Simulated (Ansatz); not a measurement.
Ligand exchange: HCl + Cd(CH3)(NH2) → NH3 + Cd(CH3)Cl

Species: HCl (hydrogen chloride), singlet; Cd(CH3)(NH2), singlet; NH3 (ammonia) `N`, singlet; Cd(CH3)Cl, singlet. The partners trade Cl for NH2: H–Cl and Cd–NH2 bonds give way to H–NH2 and Cd–Cl.

Shapes, held fixed at every level: PBE0-D4/def2-TZVP. Programs: Ansatz 0.2.0. Electronic energies: no zero-point or thermal term.

Task: Estimate ΔE of this reaction.

Result: The highest level, CCSD(T)/def2-TZVPP, gives ΔE = -138.2 kJ/mol; the levels span -158.9 to -136.2. The column of differences is taken from that level and isn't an error. No measured value is set beside it here. For atoms past krypton def2 sets carry core potentials with scalar relativity. Outer-core shells of Cd are correlated in most correlated rows, in sets that cover them unevenly. Times are processor times on shared x86 and Arm servers, and rough.

```csv
level,kind,ΔE (kJ/mol),less CCSD(T)/def2-TZVPP,CPU time (sum over the molecules)
PBE-D4/def2-TZVPP,GGA,-138.2,0.0,7.5 s
BHLYP-D4/def2-TZVPP,global hybrid,-158.9,-20.7,7.8 s
PBE0-D4/def2-TZVPP,global hybrid,-148.6,-10.4,7.6 s
wB97X-V/def2-TZVPP,range-separated hybrid,-147.9,-9.7,21 s
MP2/def2-TZVPP,perturbation theory,-136.2,+2.0,–
CCSD(T)/def2-SVP,coupled cluster or CI,-143.3,-5.1,15 s
CCSD/def2-TZVPP,coupled cluster or CI,-142.8,-4.6,–
CCSD(T)/def2-TZVPP,coupled cluster or CI,-138.2,0.0,3.4 min
```
